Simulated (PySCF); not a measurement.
## Electronic structure of Ag²⁺ (silver, charge +2) at the UHF level

Configuration: [Kr] 4d9, 2D determinant. All numbers are calculated (PySCF 2.14, the spin-free X2C one-electron Hamiltonian (Gaussian nucleus), in x2c-SVPall).

```json
{
  "Total energy": "-5311.345242 hartree",
  "One-electron energy": "-7289.6317 hartree",
  "Hartree (Coulomb) energy": "2125.8926 hartree",
  "Exchange energy": "-147.6062 hartree",
  "⟨S²⟩": "0.7516",
  "⟨L²⟩": "6.017",
  "Sum of ⟨r⟩": "26.95 bohr",
  "Sum of ⟨r²⟩": "29.69 bohr²",
  "Traceless quadrupole moment −½Σ⟨3z² − r²⟩ along its main axis": "-0.569 e·bohr²",
  "Langevin diamagnetic susceptibility": "-23.5 ×10⁻⁶ cm³/mol",
  "Time after the integrals": "0.24 s of wall time on 1 thread of Neoverse-V2 (shared host)"
}
```

```
shell  electrons  mean orbital energy (hartree)  spread (hartree)  rms radius, mean of both spins (bohr)
 1s α          1                     -943.25833                 0                                 0.0357
 1s β          1                     -943.25812                 0                                 0.0357
 2s α          1                     -142.77749                 0                                  0.146
 2s β          1                     -142.76407                 0                                  0.146
 2p α          3                     -128.00976           0.01390                                  0.130
 2p β          3                     -127.99648           0.00145                                  0.130
 3s α          1                      -28.23304                 0                                  0.392
 3s β          1                      -28.22589                 0                                  0.392
 3p α          3                      -23.23990           0.02848                                  0.395
 3p β          3                      -23.23139           0.01983                                  0.395
 3d α          5                      -15.36176           0.03306                                  0.376
 3d β          5                      -15.34328           0.04973                                  0.376
 4s α          1                       -5.14185                 0                                  0.979
 4s β          1                       -5.06657                 0                                  0.979
 4p α          3                       -3.61344           0.06649                                   1.07
 4p β          3                       -3.52048           0.04436                                   1.07
 4d α          5                       -1.34928           0.07799                                   1.42
 4d β          4                       -1.30689           0.05937                                   1.42
```

Densities and radii are taken from the X2C orbitals without a picture-change correction, which distorts them close to the nucleus.
